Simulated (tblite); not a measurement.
C6H11NOSi.
SMILES with atom numbers: `[CH2:1]=[CH:2]/[CH:3]=[N:4]/[SiH2:5][C:6](=[CH2:7])[O:8][CH3:9]` (hydrogens: H10, H11 on C1; H12 on C2; H13 on C3; H14, H15 on Si5; H16, H17 on C7; H18, H19, H20 on C9)

Computed geometry: GFN2-xTB, gas phase.

Question: Give the optimised bond lengths and angles.

Answer: 
```csv
bond,length (pm)
C1=C2,132.9
C2–C3,145.0
C3=N4,125.9
N4–Si5,171.4
Si5–C6,189.2
C6=C7,132.7
C6–O8,136.7
O8–C9,140.7
C1–H10,107.7
C1–H11,107.9
C2–H12,108.1
C3–H13,109.8
"Si5–H14, Si5–H15",146.7
C7–H16,107.8
C7–H17,107.4
"C9–H18, C9–H19, C9–H20",109.3
```

Bonds in one row agree within 1 pm and their mean is given. A selection of angles:
```csv
angle,degrees
C2–C1–H10,122.2
C2–C1–H11,121.3
H10–C1–H11,116.4
C1–C2–C3,122.7
C1–C2–H12,121.6
C3–C2–H12,115.7
C2–C3–N4,121.5
C2–C3–H13,115.3
N4–C3–H13,123.2
C3–N4–Si5,135.0
N4–Si5–C6,104.9
N4–Si5–H14,103.4
N4–Si5–H15,118.7
C6–Si5–H14,110.9
C6–Si5–H15,108.2
H14–Si5–H15,110.5
Si5–C6–C7,126.1
Si5–C6–O8,108.0
C7–C6–O8,125.9
C6–C7–H16,124.4
C6–C7–H17,119.1
H16–C7–H17,116.5
C6–O8–C9,118.3
O8–C9–H18,106.1
O8–C9–H19,111.4
H18–C9–H19,109.5
```

Torsions: C1–C2–C3–N4 180° (antiperiplanar); C2–C3–N4–Si5 180° (antiperiplanar); C3–N4–Si5–C6 122° (anticlinal); N4–Si5–C6–C7 6° (synperiplanar); Si5–C6–O8–C9 180° (antiperiplanar). The mirror-image conformer, all signs reversed, is as good.

Si5 (SiH2 silicon) is distorted tetrahedral (angles from 103.4° to 118.7°). The 3 C–C bonds span 1.327 Å (C6=C7, drawn double) to 1.450 Å (C2–C3, drawn single), a spread of 0.123 Å. The 2 C–O bonds span 1.367 Å (C6–O8, drawn single) to 1.407 Å (O8–C9, drawn single), a spread of 0.040 Å. Of the pairs four or more bonds apart, C9···H16 is among the closest relative to their van der Waals radii: 2.59 Å, 89 % of the sum of Bondi's values.

Point group: C1 (no symmetry element, even within 0.4 Å). Its GFN2-xTB frequencies are all real (lowest 22 cm⁻¹). One conformer, not necessarily the lowest. 3 starts were optimised and ended at 0.00, 0.64 and 3.49 kcal/mol (GFN2-xTB); the lowest of these is shown.
